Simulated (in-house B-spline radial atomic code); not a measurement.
Radial electron density of the argon ion Ar³⁺, [Ne] 3s2 3p2 4d1. All numbers are computed (non-relativistic r2SCAN0, spin-polarised, spherical fractional occupations, exact exchange averaged over the configuration; point nucleus) with a radial B-spline atomic code at the basis-set limit, not measured.

Columns: r (bohr), 4πr²n(r) (electrons per bohr), bar.

```
 0.00372   0.5859 #
 0.00455   0.8507 ##
 0.00556    1.225 ###
  0.0068    1.752 ####
 0.00832    2.484 #####
  0.0102    3.489 #######
  0.0124    4.765 ##########
  0.0152    6.476 ##############
  0.0186    8.585 ##################
  0.0227    11.04 #######################
  0.0278    13.81 #############################
   0.034    16.57 ###################################
  0.0416    18.97 ########################################
  0.0509    20.54 ###########################################
  0.0622    20.84 ############################################
  0.0761    19.75 ##########################################
  0.0931    17.62 #####################################
   0.114    15.39 ################################
   0.139     14.3 ##############################
    0.17    15.13 ################################
   0.208    17.64 #####################################
   0.255    20.27 ###########################################
   0.311    20.84 ############################################
   0.381    18.22 ######################################
   0.466    13.15 ############################
    0.57      7.9 #################
   0.697    4.649 ##########
   0.852    3.811 ########
    1.04    4.024 ########
    1.27    3.733 ########
    1.56    2.534 #####
    1.91    1.202 ###
    2.33   0.4378 #
    2.85   0.2575 #
    3.49   0.3188 #
    4.26   0.3137 #
    5.21   0.1911 
    6.38  0.06596 
     7.8  0.01199 
    9.54  0.00103 
    11.7 3.501e-05 
    14.3 4.288e-07
```

On this grid the curve has 4 maxima, near 0.0622, 0.311, 1.04, 3.49 bohr.

The 4d up radial function P(r) = rR(r), positive near the nucleus:

```csv
r (bohr),P
0.0416,0.0007856
0.0622,0.002345
0.0931,0.00668
0.139,0.01772
0.208,0.04322
0.311,0.09373
0.466,0.1763
0.697,0.2741
1.04,0.3157
1.56,0.1639
2.33,-0.2137
3.49,-0.5558
5.21,-0.4371
7.8,-0.1095
11.7,-0.005917
```
